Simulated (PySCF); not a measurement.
`CC(=O)[C@@H](/C=C\Cl)CCl`, C₆H₈Cl₂O

Geometry (Å), atoms numbered from 1 in this order:
```xyz
17

C     2.148    0.087    0.321
C     1.078   -0.537   -0.524
O     1.281   -1.063   -1.586
C    -0.333   -0.430    0.074
C    -0.876    0.904   -0.345
C    -0.987    1.968    0.433
Cl   -0.514    1.998    2.089
C    -1.207   -1.561   -0.457
Cl   -2.876   -1.389    0.142
H     1.838    1.072    0.661
H     2.309   -0.534    1.201
H     3.077    0.156   -0.238
H    -0.275   -0.472    1.164
H    -1.195    0.980   -1.374
H    -1.394    2.906    0.092
H    -1.243   -1.543   -1.546
H    -0.838   -2.530   -0.120
```

Computed, not measured: GIAO BHandHLYP/pcSseg-1 magnetisability, rotational g tensor and spin-rotation constants, non-relativistic, gas phase in PySCF. Geometry: GFN2-xTB.

Q: How diamagnetic is it, and how anisotropic?

A: Isotropic -1590 × 10⁻³⁰ J/T², or -95.8 × 10⁻⁶ cm³/mol; principal values -1733, -1612, -1426 × 10⁻³⁰ J/T², anisotropy 268 × 10⁻³⁰ J/T² (root of half the summed squared differences of the principal values). The susceptibility is in cgs units.

Q: Split it along the inertial axes a, b, c into diamagnetic and paramagnetic parts about the centre of mass, with the quadrupole moment.

A: 
| axis | χ (10⁻⁶ cm³/mol) | diamagnetic (10⁻⁶ cm³/mol) | paramagnetic (10⁻⁶ cm³/mol) | summed x² of all electrons (Å²) | quadrupole Θ (D Å) |
| --- | --- | --- | --- | --- | --- |
| a | -93.7 | -1150.7 | 1057.1 | 262.0 | -0.78 |
| b | -97.5 | -1310.4 | 1212.9 | 224.3 | -10.31 |
| c | -96.1 | -2063.0 | 1966.9 | 46.9 | +11.09 |

Anisotropies 2χaa − χbb − χcc = +6.4 and 2χbb − χaa − χcc = -5.3 × 10⁻⁶ cm³/mol. Θ is traceless in Buckingham's convention.

Q: And the rotational g tensor?

A: 
| axis | rotational constant (GHz) | g | nuclear part | electronic part |
| --- | --- | --- | --- | --- |
| a | 1.1161 | -0.0160 | 0.5382 | -0.5543 |
| b | 0.9423 | -0.0093 | 0.5276 | -0.5369 |
| c | 0.5737 | -0.0095 | 0.5207 | -0.5301 |

Asymmetric top; isotopes 12C, 35Cl, 1H, 16O; no vibrational averaging.
